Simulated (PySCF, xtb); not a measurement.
ethenyl(silyloxy)silane (C2H8OSi2), SMILES C=C[SiH2]O[SiH3].

GFN2-xTB in xtb 6.7.1 at its own geometry gives an orbital gap of 4.42 eV and a dipole moment of 0.29 D.

Geometry: ωB97X-D3(BJ)/def2-SVP. The values are those of a single conformer.

Question: What does PBE/def2-TZVP (PySCF) give? (Estimate from the structure and the level; the computed values follow.)

Answer: gap 5.32 eV (levels -6.83 and -1.51 eV), dipole 0.51 D.
